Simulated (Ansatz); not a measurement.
N2, charge -1, doublet, at a GFN2-xTB geometry (a state made from the parent by changing its charge; the spin is typed, not shown lowest) (a gas-phase anion, which may not be bound at this level); Ansatz (a first-principles code) with SC-NEVPT2/STO-3G, CASSCF(3,4).

Input for Ansatz:
Ansatz 0.2 input:
```yaml
crystal:
  periodic: [false, false, false]
  atoms:
    - {symbol: N, position_ang: [-0.00000000, -0.00000000, -0.60546700]}
    - {symbol: N, position_ang: [0.00000000, 0.00000000, 0.60546700]}
basis:
  gaussian:
    orbitals: STO-3G
total_charge: -1
correlation: {method: sc_nevpt2, electrons: all, active_space: {window: {electrons: 3, orbitals: 4}}}
magnetization: {spin_polarized: false, initial_magnetization: 1}
```

Question: What does Ansatz print? Leave out banner, timings and long lists.

Answer: 
```
Functional definition: HF
131 factors; integrals over basis functions are off by at most 1.5e-5 eV
mean field evaluation 1: about -2918.3504 eV, gradient 3.6e0 eV
mean field evaluation 2: about -2918.4000 eV, gradient 3.7e0 eV
mean field evaluation 4: about -2918.4047 eV, gradient 1.9e-1 eV
mean field evaluation 8: about -2918.4048 eV, gradient 2.2e-9 eV
mean field -2918.40477935 eV, -107.2493974753 hartree, gradient 1.1e-7 eV, S^2 0.750000; 2 other end points of the search recorded, 0 dependent functions left out
reference -2918.40477935 eV, -107.2493974753 hartree; 8, 7 occupied and 2, 3 virtual orbitals, 131 factors
state -2919.73740657 eV, -107.2983706224 hartree
state -2919.73740657 eV, -107.2983706224 hartree; corrected -2921.38284654 eV, -107.3588394258 hartree
Total energy: -2921.38284654 eV, -107.3588394258 hartree
```
